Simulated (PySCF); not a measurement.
Sn(H)3(SH) (H4SSn), SMILES [SH][SnH3]. Atoms are numbered in the order given.

```xyz
6

Sn     0.0008     0.5691     0.0000
S     -0.0807    -1.8586     0.0000
H      0.8139     1.1144    -1.4024
H     -1.6344     1.0539     0.0000
H      0.8139     1.1144     1.4024
H      1.2556    -2.0025     0.0000
```
Charge 0, spin multiplicity 1.

The structure is a stationary point at B3LYP-D3(BJ)/def2-TZVP. The def2 effective core potentials stand for the cores of Sn; spin–orbit coupling is left out.

All values below come from r2SCAN/def2-TZVPD (PySCF).

Mulliken values depend strongly on the basis, most of all with diffuse functions as here. ESP charges are fitted to the potential on shells at 1.4 to 2.0 van der Waals radii. Atomic charges (e):

```csv
atom,Mulliken,ESP fit
Sn1,0.57,0.28
S2,-0.58,-0.33
H3,-0.07,-0.06
H4,-0.07,-0.01
H5,-0.07,-0.06
H6,0.21,0.18
```
